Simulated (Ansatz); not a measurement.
Reaction: CsI (SMILES [I][Cs]) → CsI+ (parent SMILES [Cs][I], doublet) + e-
Each species at its own B3LYP-D3(BJ)/def2-TZVP minimum (Ansatz, a first-principles code).

Total energies in hartree (Ansatz). Open shells are spin-unrestricted; no spin-orbit coupling. Correlated methods leave the cores frozen (noble-gas shells, and filled d and f shells in the p block). Past Kr the def2 sets carry scalar-relativistic core potentials. Spin-orbit terms, left out, reach several kcal/mol for Br and I, and more for heavier atoms. The spin of CsI+ (parent SMILES [I][Cs], doublet) was assumed, and the state is the lowest solution found for it.

| species | HF/def2-TZVPP | CCSD(T)/def2-TZVPP | HF/def2-QZVPP | CCSD(T)/def2-QZVPP | CCSDT(Q)/def2-QZVPP |
|---|---|---|---|---|---|
| 1: CsI (SMILES [Cs][I]) | -316.61528 | -316.77899 | -316.61733 | -316.80524 | -316.80605 |
| 2: CsI+ (parent SMILES [Cs][I], doublet) | -316.39026 | -316.52569 | -316.39192 | -316.54561 | -316.54642 |

Work out the adiabatic ionisation energy (electronic) in eV: take Hartree-Fock from def2-QZVPP, extrapolate the CCSD(T) correlation energy as X^-3 (X = 3, 4), and add CCSDT(Q) - CCSD(T) in def2-QZVPP. 1 hartree = 27.211 eV.


Species 1: correlation (64·(-0.18791) - 27·(-0.16371))/37 = -0.20557; step -0.00081; E1 = -316.61733 + (-0.20557) + (-0.00081) = -316.82371
Species 2: correlation (64·(-0.15369) - 27·(-0.13543))/37 = -0.16701; step -0.00081; E2 = -316.39192 + (-0.16701) + (-0.00081) = -316.55974
-1·E1 +1·E2 = 0.26397 hartree = 7.18 eV.
